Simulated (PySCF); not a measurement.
## A thermochemical cycle for BeZn

PBE0 in PySCF with x2c-SVPall on every atom, spin-free X2C, for the lowest determinant that a PBE0 search found; no spin–orbit coupling. BeZn, a singlet (closed shell), has De = 0.13 eV to neutral atoms, and BeZn⁺, a doublet (σ ↑), has De = 1.91 eV to Be⁺ + Zn.

At the same level the Be atom ionises at 8.93 eV.

Problem. What is the adiabatic ionisation energy of the molecule, and does ionisation strengthen or weaken the bond?

Solution. IE = IE(Be) + De(neutral) − De(ion) = 8.93 + 0.13 − 1.91 = 7.15 eV. De changes by +1.78 eV, so ionisation strengthens the bond.

Closed-shell solutions of metal pairs were not tested for spin polarisation, which can lower them a little. Weak bonds: BeZn. Basis-set superposition, not corrected here, can be much of De in a small basis, most of all at correlated wavefunction levels. For an ion De counts to the pair picked by the measured ionisation energies or electron affinities, which need not be the lowest pair at this level. States were picked by a PBE0 search and need not be the measured ground states.
